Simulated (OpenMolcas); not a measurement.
Ru5+ in a point-charge field

Ru5+ among 6 point charges of -1.5 e arranged as a tetragonal octahedron (D4h), 2.01 Å from the ion, with the axial distance 2.332 Å.

```json
{
 "Program": "OpenMolcas 26.06",
 "Method": "CASSCF",
 "Basis": "ANO-RCC-VTZP [7s6p4d2f1g]",
 "Scalar Hamiltonian": "DKH2, point nucleus",
 "Active space": "3 electrons in 5 orbitals (4d)",
 "State averaging": "2S+1 = 4 even, 10 roots; 2S+1 = 2 even, 40 roots",
 "Spin-orbit coupling": "state interaction with AMFI integrals over the reference wave functions"
}
```

The lowest spin-free states (labels of D4, the rotations of D4h), above the lowest:

```csv
State,Degeneracy,E (cm-1),Free-ion L (%)
4B1,1,0.0,F (100)
4E,2,2864,F (99)
4B2,1,4576,F (100)
4A2,1,5873,F (87)
4E,2,6852,F (100)
2A1,1,17685,G (82)
4A2,1,17966,P (87)
2E,2,18082,G (73)
2B1,1,18211,G (81)
2A2,1,18694,G (66)
2A1,1,19986,G (97)
2E,2,20453,G (82)
2B2,1,20667,G (83)
4E,2,21291,P (99)
2E,2,22177,H (51)
2A2,1,22589,H (85)
2B2,1,22689,H (63)
2B1,1,24289,H (55)
2E,2,25022,P (59)
2A2,1,26268,P (85)
```

The lowest levels with spin-orbit coupling:

| E (cm-1) | Degeneracy | Label | 2S+1 | g |
| --- | --- | --- | --- | --- |
| 0.0 | 2 | E3/2 | 4 | 1.00 2.13 2.13 |
| 245.3 | 2 | E1/2 | 4 | 0.22 0.22 3.61 |
| 2661 | 2 | E3/2 | 4 | 1.27 2.50 2.50 |
| 3676 | 2 | E1/2 | 4 | 2.18 2.88 2.88 |
| 3954 | 2 | E3/2 | 4 | 1.41 3.98 3.98 |
| 4555 | 2 | E1/2 | 4 | 0.47 3.78 3.78 |
| 4666 | 2 | E3/2 | 4 | 0.83 0.83 1.85 |
| 5530 | 2 | E1/2 | 4 | 0.46 0.46 6.41 |
| 6552 | 2 | E3/2 | 4 | 1.94 1.94 2.89 |
| 6991 | 2 | E1/2 | 4 | 0.15 3.57 3.57 |
| 8275 | 2 | E3/2 | 4 | 4.11 4.11 4.26 |
| 8553 | 2 | E1/2 | 4 | 3.78 3.78 4.07 |
| 8971 | 2 | E3/2 | 4 | 0.91 4.96 4.96 |
| 9185 | 2 | E1/2 | 4 | 2.06 5.66 5.66 |
| 17963 | 2 | E3/2 | 4 (56 %) | 0.10 0.10 4.87 |
| 18037 | 2 | E1/2 | 2 (88 %) | 0.45 1.06 1.06 |
| 18369 | 2 | E3/2 | 2 (86 %) | 1.59 2.30 2.30 |
| 18425 | 2 | E1/2 | 4 (68 %) | 0.23 2.41 2.41 |
| 19126 | 2 | E1/2 | 2 (83 %) | 0.56 0.89 0.89 |
| 19368 | 2 | E3/2 | 2 (76 %) | 1.40 3.11 3.11 |

Powder χT (cm3 K/mol): 0.318 at 2 K, 0.326 at 10 K, 0.365 at 50 K, 0.414 at 100 K, 0.494 at 200 K, 0.555 at 300 K. The effective moment at 300 K is 2.828 √(χT) = 2.11 μB.

The lowest level has 2S+1 = 4, for which the spin-only value is χT = S(S+1) / 2 = 1.875 cm3 K/mol (g = 2). The computed 0.555 at 300 K differs by -1.320, through orbital momentum, spin-orbit coupling and any other state in reach.

Without dynamic correlation the repulsion within the d shell is too large (B by tens of per cent), so at a given field states of lower spin stand too high. This is an electrostatic model: the charges have no orbitals. No measured value stands beside these numbers.
